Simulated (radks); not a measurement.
All-electron atom: Mo+ in [Kr] 4d5 (the NIST ground configuration).

Calculated with a radial shooting solver on a logarithmic mesh with Libxc functionals: scalar-relativistic Kohn-Sham, PBE, spin-unpolarised, spherical densities, finite nucleus; Fermi nuclear charge, rms radius 4.4091 fm.

Energy parts (Ry):
total: -8096.61825
kinetic: 8348.03998
electron-nucleus: -19492.70313
Hartree: 3294.69312
exchange-correlation: -246.64822

Orbitals (lengths in bohr, moments of r in powers of bohr; r(max) is where P^2 peaks):
orbital  occ.  eigenvalue (Ry)   r(max)
1s          2        -1457.390  0.02287
2s          2        -206.2538   0.1296
2p          6        -184.4409   0.1036
3s          2        -35.51558   0.3836
3p          6        -28.36593   0.3772
3d         10        -16.73302   0.3226
4s          2         -5.22665   0.9896
4p          6         -3.32870    1.073
4d          5         -0.76542    1.381

The highest occupied level is 4d at -10.414 eV. The electron density at the nucleus is 9.268e+04 e/bohr^3 (large components only). The density falls to 0.001 e/bohr^3 at r = 4.01 bohr. Summed over all electrons, <r^2> = 39.33 bohr^2, which gives a Langevin (diamagnetic) susceptibility term of -31.1 x 10^-6 cm^3/mol. For comparison, the ionisation energy in NIST's Atomic Spectra Database is 16.2 eV (semi-empirical). In exact Kohn-Sham theory the highest level is minus the ionisation energy, but local and semilocal functionals leave it too shallow, through self-interaction and a potential that decays too fast; potentials with the right tail come closer.

Beside tabulated values, note that spin-unpolarised runs miss the spin-polarisation part of the exchange energy of open shells.
